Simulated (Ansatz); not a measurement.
This geometry of F4H2NTa + H2 (10 atoms, charge 0, multiplicity 1) is a first-order saddle point.

All numbers below come from RKS PBE0/def2-SVP in Ansatz.

```xyz
10
Properties=species:S:1:pos:R:3
Ta 0.087 -0.133 0.118
N 2.195 0.015 0.217
H 2.697 0.264 1.066
H 2.791 0.027 -0.607
F 0.321 0.106 1.968
F 0.531 -0.410 -1.688
F -0.822 1.484 -0.162
F -1.449 -1.204 0.179
H 0.926 -1.893 0.415
H 1.752 -1.236 0.370
```

**Question.** Which two structures does it join? (They come from a converged band through this point; their orientation in space is the band's.)

**Answer.** Bonds broken: H9–H10. Bonds formed: Ta1–H9, N2–H10. F4H2NTa + H2 becomes F4H4NTa.

First end point:

```xyz
10
Properties=species:S:1:pos:R:3
Ta 0.069 0.363 0.011
N 2.013 0.446 0.089
H 2.535 0.624 0.943
H 2.616 0.290 -0.715
F 0.089 0.728 1.861
F 0.269 -0.014 -1.826
F -0.848 1.953 -0.354
F -0.774 -1.287 0.302
H 1.151 -3.035 0.761
H 1.910 -3.049 0.804
```

Last end point:

```xyz
10
Properties=species:S:1:pos:R:3
Ta -0.112 -0.358 0.150
N 2.221 -0.165 0.226
H 2.492 0.517 0.937
H 2.569 0.188 -0.667
F -0.004 -0.079 2.013
F 0.183 -0.823 -1.655
F 0.321 1.466 -0.197
F -1.941 -0.741 0.134
H 0.591 -1.945 0.508
H 2.707 -1.039 0.428
```

**Question.** How far does it lie above each of them?

**Answer.** 90.7 kJ/mol above the first and 112.4 kJ/mol above the second. This is the barrier of this one path; another mechanism may lie lower. The orbitals stay closed-shell, which can raise the energy where a bond breaks towards radicals; this wasn't checked here.

The run took 15 min on 4 threads of AMD EPYC 7571 (shared host), peak memory 0.36 GiB.
